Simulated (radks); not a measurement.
Results of a calculation; reference values are marked as such.
Spherical quantum dot in the effective-mass picture: electrons in a hard-walled sphere of radius 8.19, all in effective atomic units (hartree* = m*/eps^2 hartree, bohr* = eps/m* bohr), one dielectric constant everywhere. Level of theory: non-relativistic Kohn-Sham, LDA (Slater exchange, Perdew-Wang correlation), spin-polarised, spherical densities (a radial shooting solver with Libxc functionals). Levels are named by radial order and angular momentum (1s, 1p, 1d, 2s, ...), and open shells are averaged over m. Results are scaled to m* = 0.197 and eps = 17.2, for which hartree* = 18.12 meV and bohr* = 4.62 nm.

N = 11, configuration 1s2 1p6 1d(up 3, down 0). This is the lowest configuration that the search found. Occupied and some empty levels:

| level | occupation | eigenvalue (meV) | <r> (nm) |
|---|---|---|---|
| 1s up | 1 | 30.314 | 26.17 |
| 1s down | 1 | 30.676 | 26.03 |
| 1p up | 3 | 30.967 | 26.85 |
| 1p down | 3 | 31.340 | 26.78 |
| 1d up | 3 | 32.144 | 27.54 |
| 1d down | 0 | 32.526 | 27.51 |
| 1f up | 0 | 33.782 | 28.16 |
| 1f down | 0 | 34.168 | 28.15 |
| 2s up | 0 | 35.867 | 17.29 |
| 2s down | 0 | 36.018 | 17.19 |
| 2p up | 0 | 37.991 | 20.08 |
| 2p down | 0 | 38.193 | 20.00 |

Energy (meV): total 181.300, kinetic 42.659, external 0, Hartree 173.58, exchange-correlation -34.937.

Electron density:

| r (nm) | n(r) (e/nm^3) |
|---|---|
| 2.98 | 2.988e-06 |
| 5.80 | 4.579e-06 |
| 8.62 | 7.806e-06 |
| 11.4 | 0.00001361 |
| 14.3 | 0.00002323 |
| 17.1 | 0.00003779 |
| 19.9 | 0.00005728 |
| 22.7 | 0.00007853 |
| 25.6 | 0.00009341 |
| 28.4 | 0.00009039 |
| 31.2 | 0.00006375 |
| 34.0 | 0.00002565 |
| 36.9 | 1.746e-06 |
